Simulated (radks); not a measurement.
These are the eigenvalues of the occupied orbitals of an atom or ion with whole-number occupations (hartree). Calculated with a radial shooting solver on a logarithmic mesh with Libxc functionals: non-relativistic Kohn-Sham, Slater X-alpha with alpha = 0.629, spin-polarised, spherical densities, point nucleus.

orbital  eigenvalue
1s up     -2021.356
1s down   -2021.356
2s up     -326.8195
2s down   -326.8182
2p up     -312.2331
2p down   -312.2322
3s up     -72.91176
3s down   -72.89168
3p up     -66.26844
3p down   -66.25008
3d up     -53.85406
3d down   -53.84055
4s up     -13.99861
4s down   -13.96533
4p up     -11.32103
4p down   -11.28798
4d up      -6.48952
4d down    -6.45691
5s up      -1.81390
5s down    -1.79816
5p up      -1.11736
5p down    -1.10203
4f up      -0.43807
4f down    -0.40829
6s up      -0.30076

Which element is it, and in what charge state? The configuration may be excited. Open shells, if any, are filled with parallel spins first.

Answer. Z = 69, thulium, charge +1: Tm+ in [Xe] 4f13 6s1. The list shows which subshells hold electrons but not how many an open one holds; the 1s level, -2021.4 hartree, gives Z - s = 63.6 by -(Z - s)^2/2, which with screening narrows Z to a few neighbours, and the depths of the outer levels then fix element, charge and occupations together.
